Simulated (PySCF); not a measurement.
## Working out the ionisation energy of Mn⁺

Mn⁺ [Ar] 3d5 4s1 (7S) → Mn²⁺ [Ar] 3d5 (6S). Computed with PySCF 2.14 in 6-31G* (5s4p2d1f, 34 functions), with no relativity, point nucleus. Frozen: [Ar]. Energies in hartree (1 hartree = 27.21139 eV):

| part | Mn⁺ (lower) | Mn²⁺ (upper) |
| --- | --- | --- |
| UHF | -1149.501429 | -1148.966486 |
| MP2 opposite-spin | 0.000000 | 0.000000 |
| MP2 same-spin | -0.047057 | -0.039079 |

**Question.** What does Hartree-Fock give?

**Answer.** (-1148.966486) − (-1149.501429) = 0.534943 hartree = 14.557 eV.

**Question.** What do MP2 and SCS-MP2 (6/5 opposite-spin, 1/3 same-spin) give?

**Answer.** The opposite-spin parts differ by 0.000 eV and the same-spin parts by 0.217 eV. MP2: 14.557 + (0.000) + (0.217) = 14.774 eV. SCS-MP2: 14.557 + 1.2 × (0.000) + (0.217)/3 = 14.629 eV.

Measured between the centres of the two terms (NIST): 15.640 eV, so MP2 (valence) is off by -0.866 eV.

The calculation is non-relativistic.

What remains against the reference includes basis incompleteness, the frozen core and correlation beyond second order.
